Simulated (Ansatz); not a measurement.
System: C3H8O (charge 0, singlet). 
Structure (B3LYP-D3(BJ)/def2-TZVP (Ansatz, a program for electronic structure) minimum search):
SMILES: CCCO
```xyz
12

C     -1.8645    -0.1931    -0.3023
C     -0.5633    -0.0415     0.4803
C      0.6470     0.0514    -0.4275
O      1.8098     0.1901     0.3857
H     -1.8566    -1.0970    -0.9161
H     -2.0299     0.6578    -0.9677
H     -2.7210    -0.2579     0.3699
H     -0.5982     0.8550     1.1046
H     -0.4258    -0.8898     1.1558
H      0.5406     0.9120    -1.1014
H      0.7147    -0.8511    -1.0496
H      2.5829     0.2497    -0.1841
```
Charge 0, spin multiplicity 1.

Quantity: vertical triplet-singlet gap (E(triplet) - E(singlet); each state is the SCF solution reached for its spin), in kcal/mol. Correlated levels leave the core frozen unless marked. UHF or UKS for open shells. Spin-orbit coupling is left out. No relativistic terms. 

```json
[
 {"level": "HF/aug-cc-pVDZ", "program": "Ansatz", "vertical triplet-singlet gap (kcal/mol)": "131.1"},
 {"level": "SVWN5/def2-TZVPD", "program": "Ansatz", "vertical triplet-singlet gap (kcal/mol)": "144.1"},
 {"level": "PBE/def2-TZVPD", "program": "Ansatz", "vertical triplet-singlet gap (kcal/mol)": "143.2"},
 {"level": "r2SCAN/def2-TZVPD", "program": "Ansatz", "vertical triplet-singlet gap (kcal/mol)": "145.8"},
 {"level": "B3LYP/def2-TZVPD", "program": "Ansatz", "vertical triplet-singlet gap (kcal/mol)": "149.1"},
 {"level": "PBE0/def2-TZVPD", "program": "Ansatz", "vertical triplet-singlet gap (kcal/mol)": "148.6"},
 {"level": "BHLYP/def2-TZVPD", "program": "Ansatz", "vertical triplet-singlet gap (kcal/mol)": "151.0"},
 {"level": "CAM-B3LYP/def2-TZVPD", "program": "Ansatz", "vertical triplet-singlet gap (kcal/mol)": "152.3"},
 {"level": "wB97X-V/def2-TZVPD", "program": "Ansatz", "vertical triplet-singlet gap (kcal/mol)": "156.0"},
 {"level": "B2PLYP/def2-TZVPD", "program": "Ansatz", "vertical triplet-singlet gap (kcal/mol)": "154.3"},
 {"level": "MP2/aug-cc-pVDZ", "program": "Ansatz", "vertical triplet-singlet gap (kcal/mol)": "160.7"},
 {"level": "RI-MP2/aug-cc-pVTZ", "program": "Ansatz", "vertical triplet-singlet gap (kcal/mol)": "163.7"},
 {"level": "CCSD/aug-cc-pVDZ", "program": "Ansatz", "vertical triplet-singlet gap (kcal/mol)": "151.6"},
 {"level": "CCSD(T)/aug-cc-pVDZ", "program": "Ansatz", "vertical triplet-singlet gap (kcal/mol)": "151.6"}
]
```
